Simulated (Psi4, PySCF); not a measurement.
Input for PySCF:
```python
from pyscf import gto, scf, cc

mol = gto.Mole()
mol.atom = '''
    C    -1.192432   -0.167844    0.128286
    Si    0.664355    0.085045   -0.142966
    H    -1.777847    0.572435   -0.410162
    H    -1.513355   -1.150629   -0.206068
    H    -1.445252   -0.081555    1.184418
    H     1.111803    1.431801    0.190416
    H     1.478274   -0.955617    0.473202
'''
mol.basis = 'sto-3g'
mol.charge = 0
mol.spin = 1
mol.verbose = 4
mol.build()

mf = scf.UHF(mol)
mf.kernel()

mycc = cc.CCSD(mf, frozen=6)
mycc.kernel()
et = mycc.ccsd_t()
print('E(CCSD(T)) = %.10f' % (mycc.e_tot + et))
```

Q: Convert this to an input for Psi4.

A: Several could match; the one computed here: 
```
memory 2 GB

molecule {
0 2
  C    -1.19243168   -0.16784419    0.12828578
  Si    0.66435470    0.08504505   -0.14296576
  H    -1.77784666    0.57243506   -0.41016203
  H    -1.51335466   -1.15062903   -0.20606812
  H    -1.44525161   -0.08155527    1.18441817
  H     1.11180308    1.43180120    0.19041623
  H     1.47827415   -0.95561745    0.47320178
}

set basis sto-3g
set reference uhf
set freeze_core true
set mp2_type conv
set scf_type pk
set puream true
set d_convergence 1e-8

energy('ccsd(t)')
print_variables()
```

Both were run: PySCF gave -325.985153 Eh and Psi4 -325.985153 Eh, 0.000 mEh apart.
